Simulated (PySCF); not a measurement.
## The second ionisation energy along group 14

Calculated with PySCF 2.14 from differences of total energies of unrestricted determinants, without spin-orbit coupling. Values in eV. The last column holds reference values (NIST; (s) semi-empirical, (t) theoretical, else measured). Unmarked ones compare directly (S terms, centres of terms, or small fine structure); those marked * lie between the lowest fine-structure levels and include a spin-orbit shift.

| element | configurations | PBE | SCS-MP2 (valence) | MP2 (valence and next inner shell) | SCS-MP2 (valence and next inner shell) | CCSD (valence) | CCSD(T) (valence) | reference |
| --- | --- | --- | --- | --- | --- | --- | --- | --- |
| C (x2c-TZVPPall with one added diffuse shell each of s, p, d type, spin-free X2C) | [He] 2s2 2p1 → [He] 2s2 | 24.849 | 24.332 | 24.384 | 24.340 | 24.201 | 24.232 | 24.378 |
| Si (x2c-TZVPPall with one added diffuse shell each of s, p, d type, spin-free X2C) | [Ne] 3s2 3p1 → [Ne] 3s2 | 16.402 | 16.074 | 16.078 | 16.066 | 16.201 | 16.230 | 16.322 |
| Ge (x2c-TZVPPall with one added diffuse shell each of s, p, d type, spin-free X2C) | [Ar] 3d10 4s2 4p1 → [Ar] 3d10 4s2 | 15.741 | 15.427 | 15.579 | 15.523 | 15.515 | 15.535 | 15.789 |
| Sn (x2c-TZVPPall with one added diffuse shell each of s, p, d, f type, spin-free X2C) | [Kr] 4d10 5s2 5p1 → [Kr] 4d10 5s2 | 14.210 | 13.902 | 14.074 | 14.000 | 13.974 | 13.992 | 14.282 |
| Pb (x2c-TZVPPall with one added diffuse shell each of s, p, d, f type, spin-free X2C) | [Xe] 4f14 5d10 6s2 6p1 → [Xe] 4f14 5d10 6s2 | 13.757 | 13.397 | 13.573 | 13.477 | 13.458 | 13.469 | 13.869 |

| method | elements | mean error (eV) | mean absolute error (eV) | largest error (eV) |
| --- | --- | --- | --- | --- |
| PBE | 5 | 0.064 | 0.156 | 0.472 |
| SCS-MP2 (valence) | 5 | -0.301 | 0.301 | -0.471 |
| MP2 (valence and next inner shell) | 5 | -0.190 | 0.192 | -0.295 |
| SCS-MP2 (valence and next inner shell) | 5 | -0.247 | 0.247 | -0.391 |
| CCSD (valence) | 5 | -0.258 | 0.258 | -0.410 |
| CCSD(T) (valence) | 5 | -0.236 | 0.236 | -0.399 |

Errors include the incompleteness of the basis and the frozen core.

"Valence" correlates the outer s and p shells and, in groups 3 to 12 and the f block, the outer d or f shell, open or full, or the next shell where the ion has no valence electron left; the wider scheme adds the next inner shell.
